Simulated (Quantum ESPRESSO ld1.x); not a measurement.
Species: B II. Configuration: [He] 2s2 (the NIST ground configuration). Method: Dirac Kohn-Sham, PW91, spin-unpolarised, spherical densities, point nucleus; computed with ld1.x of Quantum ESPRESSO 7.5.

X-ray form factor f0, the Fourier transform of the density (f0(0) = 4):

sin(theta)/lambda (1/angstrom),f0 (electrons)
0.05,3.861
0.1,3.499
0.15,3.038
0.2,2.595
0.25,2.236
0.3,1.975
0.4,1.675
0.5,1.519
0.6,1.399
0.8,1.150
1,0.905
1.25,0.650
1.5,0.461
2,0.237
